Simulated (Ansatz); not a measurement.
A CCSD(T) single point on CAlClFNO, SMILES `O=C=[N][Al]([F])[Cl]`.

```yaml
crystal:
  periodic: [false, false, false]
  atoms:
    - {symbol: O, position_ang: [-1.726020, -0.301338, 2.353862]}
    - {symbol: C, position_ang: [-1.034545, -0.244718, 1.421594]}
    - {symbol: N, position_ang: [-0.321414, -0.196297, 0.461826]}
    - {symbol: Al, position_ang: [0.694753, 0.033129, -0.933371]}
    - {symbol: F, position_ang: [1.379245, -1.268219, -1.642371]}
    - {symbol: Cl, position_ang: [1.049982, 1.913444, -1.707840]}
basis:
  gaussian: {orbitals: def2-TZVPP}
correlation: {method: ccsd_t}
output: {orbitals: {seedname: orbitals}}
```

```sh
$ ansatz run in.yaml --threads 2 --pin off --events-out ev --progress --plain
```

The program prints (abridged):

```
Functional definition: HF
1315 factors; integrals over basis functions are off by at most 8.6e-4 eV
mean field evaluation 1: about -26347.4193 eV, gradient 4.7e1 eV
mean field evaluation 2: about -26347.6768 eV, gradient 4.8e1 eV
mean field evaluation 4: about -26351.5769 eV, gradient 3.3e0 eV
mean field evaluation 8: about -26351.6324 eV, gradient 4.2e-1 eV
mean field -26351.63314533 eV, -968.4046563123 hartree, gradient 5.9e-6 eV, S^2 0.000000; 0 other end points of the search recorded, 0 dependent functions left out
14 core orbitals not correlated: weight in the atoms' cores, before any rotation towards them, 1.000 or more for the frozen orbitals, at most 0.000 for the correlated occupied ones
reference -26351.63314533 eV, -968.4046563123 hartree; 16, 16 occupied and 178, 178 virtual orbitals, 1315 factors
second order -28.87198420 eV of doubles, -0.00000000 eV of singles
cycle   1  -28.30430271 eV  change    5.7e-1 eV  update   1.3e-1
cycle   2  -29.00141510 eV  change   -7.0e-1 eV  update   4.4e-2
cycle   3  -29.17089755 eV  change   -1.7e-1 eV  update   1.9e-2
cycle   4  -29.15214273 eV  change    1.9e-2 eV  update   4.5e-3
cycle   5  -29.14700827 eV  change    5.1e-3 eV  update   1.7e-3
cycle   6  -29.14793052 eV  change   -9.2e-4 eV  update   5.2e-4
cycle   7  -29.14779287 eV  change    1.4e-4 eV  update   1.7e-4
cycle   8  -29.14767119 eV  change    1.2e-4 eV  update   5.6e-5
cycle   9  -29.14767545 eV  change   -4.3e-6 eV  update   2.4e-5
perturbative correction -1.25333333 eV, -0.0460591504 hartree
Total energy: -26382.03415412 eV, -969.5218727787 hartree
```

Run time 73 s (2 threads of a server CPU on a shared host); peak host memory 2.8 GiB.

The correlation energy is -30.401 eV, 4.1 % of it from (T); the T1 diagnostic reads 0.0145.
